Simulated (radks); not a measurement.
Species: Si III. Configuration: [He] 2s1.75 2p6 3s2 3p0.25 (fractional occupations, a model configuration). All-electron calculation, Dirac Kohn-Sham, PBE, spin-unpolarised, spherical densities, point nucleus; open shells are shared between the two j in proportion to 2j + 1. Program: a radial shooting solver on a logarithmic mesh with Libxc functionals.

Spin-orbit splittings of the eigenvalues, e(l+1/2) - e(l-1/2), with zeta = 2 splitting/(2l+1) and mean radii in bohr:

shell  occ.  splitting (eV)  zeta (eV)  <r> j=l-1/2  <r> j=l+1/2
2p        6          0.6610     0.4406       0.5295       0.5316
3p     0.25         0.05545    0.03697        2.172        2.177
